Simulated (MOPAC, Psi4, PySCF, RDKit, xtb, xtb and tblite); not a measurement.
Two geometries of C8H7NO, SMILES c1(cc(ccc1)C#N)OC, relaxed at GFN2-xTB with one dihedral held; other torsions can differ between them too.

Structure A

```
17

C     -2.6881    -0.8753     0.3199
O     -2.0233     0.3574     0.1515
C     -0.6785     0.3370    -0.0516
C      0.0023    -0.7026    -0.6819
C      1.3667    -0.6081    -0.9043
C      2.0703     0.5175    -0.5260
C      1.3861     1.5704     0.0845
C      2.0911     2.7345     0.4717
N      2.6709     3.6729     0.7833
C      0.0188     1.4846     0.3185
H     -3.6620    -0.6321     0.7417
H     -2.8338    -1.3906    -0.6354
H     -2.1448    -1.5305     1.0066
H     -0.5251    -1.5913    -0.9920
H      1.8810    -1.4246    -1.3888
H      3.1326     0.5945    -0.6995
H     -0.5161     2.2979     0.7837
```

Structure B

```
17

C     -2.6319    -0.9099     0.2888
O     -2.0746     0.3723     0.0900
C     -0.7078     0.4265    -0.0290
C     -0.1678     0.9360    -1.2082
C      1.2032     1.0478    -1.3602
C      2.0552     0.6344    -0.3536
C      1.5175     0.1112     0.8220
C      2.3760    -0.3185     1.8614
N      3.0697    -0.6712     2.7030
C      0.1384     0.0023     0.9870
H     -3.7096    -0.7631     0.3232
H     -2.3802    -1.5785    -0.5412
H     -2.3010    -1.3660     1.2268
H     -0.8409     1.2576    -1.9876
H      1.6095     1.4495    -2.2763
H      3.1262     0.7101    -0.4653
H     -0.2611    -0.3968     1.9076
```

Which is lower in energy at the level Psi4 with B3LYP-D3(BJ)/def2-SVP // GFN2-xTB, and by how much?

A is lower, by 2.03 kcal/mol (dihedral C1–O2–C3–C4: 30° in A, 120° in B).

E(B) − E(A) in kcal/mol at the other levels, on the same two geometries: GFN2-xTB (xtb and tblite) 2.76; MMFF94 // GFN2-xTB (RDKit) 1.72; B3LYP/def2-SVP // GFN2-xTB (Psi4) 2.04; PBE/def2-SVP // GFN2-xTB (Psi4) 2.55; PBE-D3(BJ)/def2-SVP // GFN2-xTB (Psi4) 2.53; UFF // GFN2-xTB (RDKit) 2.25; PM7, restricted, heats of formation // GFN2-xTB (MOPAC) 1.18; PM3, restricted, heats of formation // GFN2-xTB (MOPAC) 0.56; GFN1-xTB // GFN2-xTB (xtb) 1.88; restricted B3LYP/6-31G*, spherical d, density fitting // GFN2-xTB (PySCF) 1.76; restricted Hartree-Fock/STO-3G // GFN2-xTB (PySCF) 0.97; restricted B3LYP/LANL2DZ, density fitting // GFN2-xTB (PySCF) 1.91; restricted MP2 (frozen core)/6-31G*, spherical d // GFN2-xTB (PySCF) 1.38.
